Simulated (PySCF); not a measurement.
Fractional electron number in Pd+ (palladium, charge +1)

The 4d beta orbital of [Kr] 4d9 is emptied in steps (occupation f), with all orbitals relaxed, ending at [Kr] 4d8. All numbers are calculated (PySCF 2.14, a scalar-relativistic core potential, in def2-TZVPPD with the def2 core potential (28 electrons) (6s4p3d2f1g, 56 functions)). The exact energy is a straight line in f; departures are measured from the line between the end points of the same method.

```csv
f,PBE0 (eV),r2SCAN (eV),LC-wPBE (eV)
1,0.000,0.000,0.000
0.75,-0.740,-1.021,-0.202
0.5,-0.994,-1.367,-0.276
0.25,-0.751,-1.028,-0.210
0,0.000,0.000,0.000
```

```
 method  E(f=0) − E(f=1) (eV)  −ε at f=1 (eV)  −ε at f=0.5 (eV)
   PBE0                19.449          15.541            19.420
 r2SCAN                19.250          13.842            19.231
LC-wPBE                19.406          18.361            19.383
```

Orbital energy along the path (eV):

```
   f     PBE0   r2SCAN  LC-wPBE
   1  -15.541  -13.842  -18.361
0.75  -17.451  -16.505  -18.846
 0.5  -19.420  -19.231  -19.383
0.25  -21.431  -21.986  -19.952
   0  -23.476  -24.738  -20.547
```

Reference removal energy between the ground levels: 19.43 ± 0.12 eV (semi-empirical (NIST evaluation); NIST Atomic Spectra Database, ionization energies). The calculation has no spin-orbit coupling. The determinant left behind need not be the lowest term of the ion.
